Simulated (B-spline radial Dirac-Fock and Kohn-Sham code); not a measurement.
## Yb²²⁺: scattering cross sections and density moments

System: the Yb²²⁺ ion in the configuration [Kr] 4d10 4f2.

The computed values come from a radial finite-basis atomic code: Dirac-Fock densities.

| Item | Value |
| --- | --- |
| Sum of ⟨r⟩ | 14.24 bohr |
| Sum of ⟨r²⟩ | 6.541 bohr² |
| Sum of ⟨1/r⟩ | 475.35 per bohr |
| Langevin diamagnetic susceptibility | -5.18 × 10⁻⁶ cm³/mol |
| Lamb shielding (α²/3)Σ⟨1/r⟩ | 8438 ppm |

Coherent scattering is the Thomson cross section weighted by f₀², without anomalous dispersion; incoherent scattering is Klein-Nishina weighted by S. The Lamb formula is the non-relativistic shielding expression. Electron correlation is left out. A dash stands where the photon energy is too low for the impulse approximation behind that column.

```csv
hν (keV),coherent (b),incoherent (b),incoherent per electron (b)
2,1494,–,–
5,1316,1.776,0.0370
8.0478,1073,3.775,0.0786
10,924.2,5.068,0.106
30,286.6,13.94,0.290
50,136.3,17.26,0.360
500,2.366,13.48,0.281
1000,0.6141,10.02,0.209
```

Incoherent scattering overtakes coherent scattering between 50 and 500 keV.
